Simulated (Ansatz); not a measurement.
Basis-set series for `O=C(O)C(F)(F)F`. Charge 0, multiplicity 1. All single points use the PBE0-D4/def2-TZVP geometry. It is one conformer, not always the lowest.

```tsv
functional	basis	functions	energy (Eh)	HOMO (eV)	LUMO (eV)
PBE0-D4	def2-SVP	103	-525.88687	-9.03	-0.84
PBE0-D4	def2-QZVPP	429	-526.54226	-9.25	-1.15
ωB97M-V	def2-SVP	103	-526.27129	-11.44	1.61
ωB97M-V	def2-QZVPP	429	-526.93813	-11.70	1.23
```

(1) Give the rows for def2-TZVPP. (Estimate.)

Answers

(1) The calculation gave: 
```csv
functional,basis,functions,energy (Eh),HOMO (eV),LUMO (eV)
PBE0-D4,def2-TZVPP,231,-526.51565,-9.21,-1.07
ωB97M-V,def2-TZVPP,231,-526.91310,-11.65,1.32
```

Positive LUMOs are unbound and depend on the basis.

Results of the Gaussian-basis code of Ansatz.
